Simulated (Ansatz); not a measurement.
Basis-set extrapolation for `O=C1C[SiH2]1` (PBE0-D4/def2-TZVP geometry, frozen core, Ansatz 0.2.0). Multiplicity 1, RHF reference.

```json
{"": "HF", "def2-TZVPP": "-441.846364", "def2-QZVPP": "-441.862196"}
{"": "MP2 correlation", "def2-TZVPP": "-0.670067", "def2-QZVPP": "-0.717568"}
{"": "CCSD(T) correlation", "def2-TZVPP": "-0.729938", "def2-QZVPP": "not run"}
```

Energies in hartree. Use E(X) = E(∞) + A·exp(−7.88·√X) for Hartree–Fock and E(X) = E(∞) + B·X^(−2.97) for correlation, with X = 3 and 4, and add CCSD(T) minus MP2 of the smaller set to the MP2 limit.

**Question.** What is the CCSD(T) energy at the basis-set limit?

**Answer.** HF limit: -441.862196 + (-0.015832) × 0.13774 = -441.86438. MP2 limit: -0.717568 + (-0.047501) × 0.74074 = -0.75275. Higher-order term: -0.729938 − (-0.670067) = -0.05987. Total: -442.67700 hartree, 264.4 kJ/mol below CCSD(T)/def2-TZVPP.
